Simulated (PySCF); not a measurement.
Mn(O)2(OH)3 (H3MnO5), SMILES [O]=[Mn](=[O])([OH])([OH])[OH], multiplicity 1.

Coordinates come from a B3LYP-D3(BJ)/def2-SVP optimisation. The spin state was assumed, not searched. Other conformers were not sampled.

The numbers are results of TDA-LC-ωPBE/def2-SVPD (PySCF), not measurements.

Vertical excitations. Gas-phase values at a fixed geometry.

Computed lowest excited states:
```
state  energy (eV)  λ (nm)      f                                                                  main pairs
-----  -----------  ------  -----  --------------------------------------------------------------------------
S1            1.79     694  0.000                          HOMO→LUMO 57 %, HOMO−2→LUMO 15 %, HOMO−1→LUMO 13 %
S2            2.17     571  0.001                                          HOMO−1→LUMO 77 %, HOMO−2→LUMO 13 %
S3            2.38     521  0.002        HOMO→LUMO 32 %, HOMO−2→LUMO 25 %, HOMO→LUMO+1 13 %, HOMO−3→LUMO 12 %
S4            2.55     486  0.001                                        HOMO→LUMO+1 62 %, HOMO−2→LUMO+1 14 %
S5            2.74     453  0.001   HOMO−2→LUMO+1 50 %, HOMO−2→LUMO 15 %, HOMO→LUMO+1 11 %, HOMO−4→LUMO+1 9 %
S6            2.81     441  0.002                                                          HOMO−1→LUMO+1 72 %
S7            3.11     398  0.008   HOMO−4→LUMO 38 %, HOMO−3→LUMO+1 17 %, HOMO−3→LUMO 15 %, HOMO−4→LUMO+1 6 %
S8            3.20     388  0.001                                        HOMO−1→LUMO+2 45 %, HOMO→LUMO+2 44 %
S9            3.34     371  0.002     HOMO−3→LUMO+1 30 %, HOMO−4→LUMO 29 %, HOMO−5→LUMO 11 %, HOMO−2→LUMO 7 %
S10           3.46     358  0.005  HOMO−4→LUMO+1 40 %, HOMO−2→LUMO+1 16 %, HOMO−5→LUMO 9 %, HOMO−5→LUMO+1 6 %
T1            1.17    1062      0                          HOMO−3→LUMO 40 %, HOMO−1→LUMO 24 %, HOMO→LUMO 14 %
T2            1.33     931      0         HOMO−2→LUMO 34 %, HOMO→LUMO 25 %, HOMO−4→LUMO 12 %, HOMO−7→LUMO 8 %
T3            1.59     777      0                                                          HOMO−1→LUMO+1 66 %
T4            1.91     650      0         HOMO→LUMO+1 23 %, HOMO→LUMO 21 %, HOMO−2→LUMO 17 %, HOMO−6→LUMO 7 %
```
Triplets are in the Tamm–Dancoff approximation.
